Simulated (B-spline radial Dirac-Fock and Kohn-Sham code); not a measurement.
## The Cl-like isoelectronic sequence (17 electrons), Z = 25 to 36

These are calculated numbers from a radial finite-basis atomic code; the model is ΔSCF Dirac-Fock with Breit, self-energy and vacuum polarisation, finite nucleus, configuration average. Binding energies in eV, tabulated ground configurations ([Ne] 3s2 3p5 throughout). Correlation energy is missing from these numbers.

| ion | 1s | 2s | 2p1/2 | outermost level | NIST ionisation energy |
| --- | --- | --- | --- | --- | --- |
| Mn⁸⁺ | 6743.8 | 978.6 | 857.6 | 222.1 (3p) | 221.89 ± 0.17 |
| Fe⁹⁺ | 7359.9 | 1098.2 | 970.7 | 262.4 (3p) | 262.1 ± 0.12 |
| Co¹⁰⁺ | 8004.4 | 1225.0 | 1091.0 | 305.9 (3p) | 305.32 ± 0.23 |
| Ni¹¹⁺ | 8677.5 | 1359.0 | 1218.4 | 352.5 (3p) | 351.6 ± 0.3 |
| Cu¹²⁺ | 9379.3 | 1500.2 | 1353.0 | 402.2 (3p) | 401 ± 0.3 |
| Zn¹³⁺ | 10109.8 | 1648.8 | 1494.9 | 455.0 (3p) | 453.4 ± 0.3 |
| Ga¹⁴⁺ | ? | ? | ? | ? | ? |
| Ge¹⁵⁺ | 11657.8 | 1967.7 | 1800.4 | 569.8 (3p) | 567.3 ± 0.5 |
| As¹⁶⁺ | 12475.5 | 2138.2 | 1964.1 | 631.9 (3p) | 628.8 ± 0.6 |
| Se¹⁷⁺ | 13322.5 | 2316.2 | 2135.2 | 697.1 (3p) | 693.4 ± 0.7 |
| Br¹⁸⁺ | 14198.9 | 2501.5 | 2313.6 | 765.5 (3p) | 761 ± 0.8 |
| Kr¹⁹⁺ | 15105.0 | 2694.4 | 2499.6 | 836.9 (3p) | 831.6 ± 0.9 |

Problem. Fill in the row of Ga¹⁴⁺.

Solution. 1s 10869.3, 2s 1804.6, 2p1/2 1644.0, outermost 510.9 (3p), NIST 508.8 ± 0.4 eV.

NIST's values are for the lowest levels; a dash marks a value that is missing or belongs to another shell. Their kind here: semi-empirical. Where a p, d or f shell is open in either ion the computed value averages over both j values and all terms, while the table refers to the lowest levels; that difference holds spin-orbit splitting (largest in heavy or highly charged ions), term energies where several electrons share open shells, and correlation, and it can reach 10 % or more.
